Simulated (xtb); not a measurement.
Input for xtb: GFN2-xTB on CH6InN (SMILES [CH3][InH][NH2]), a point of a torsion scan.

```
$ xtb mol.xyz --gfn 2 --sp --chrg 0 --uhf 0
9

C     -1.65906704     0.30048190    -0.20331618
In     0.11548876    -0.33971021     0.95424499
N     -0.02940594    -2.01598558     2.09940752
H     -2.44235174    -0.42601916     0.00959504
H     -1.98486785     1.29173464     0.10535688
H     -1.44912070     0.31153699    -1.27089766
H      1.59442567     0.53352993     1.17478657
H     -0.65658477    -2.73487796     1.75553778
H      0.83005848    -2.47519351     2.37921826
```

### Question
Predict the final total energy.

### Answer
-9.2809 hartree.
